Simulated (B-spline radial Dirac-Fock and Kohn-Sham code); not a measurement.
## Kohn-Sham estimates against Dirac-Fock for the levels of As¹²⁺

System: the As¹²⁺ ion, 1s2 2s2 2p6 3s2 3p6 3d3.

The density-functional columns are spherical, spin-unpolarised Dirac-Kohn-Sham results without Breit or QED terms: −ε is minus the orbital energy of the initial state and ΔSCF the difference of two total energies. The reference in the last column comes from Dirac-Fock energy differences between relaxed states, corrected for Breit and QED terms. All numbers are from a radial finite-basis atomic code, in eV; a selection of levels is shown. For the 1s level of heavy atoms much of the gap between ΔSCF and the reference is the Breit and QED part, -25.0 eV here; for other levels the error of the functional can be larger.

```
level   LDA −ε  LDA ΔSCF  Dirac-Fock
    K  12049.6   12269.0     12247.4
   L1   1842.6    1889.6      1918.4
   L2   1686.3    1741.2      1742.8
   L3   1649.7    1703.6      1706.8
   M1    501.0     520.7       532.6
   M2    447.9     467.8       468.9
   M3    441.5     461.2       462.6
 M4,5    352.5     373.4       371.8
```

Values without a named source are computed, but for edge energies of neutral atoms, which are taken from tables.
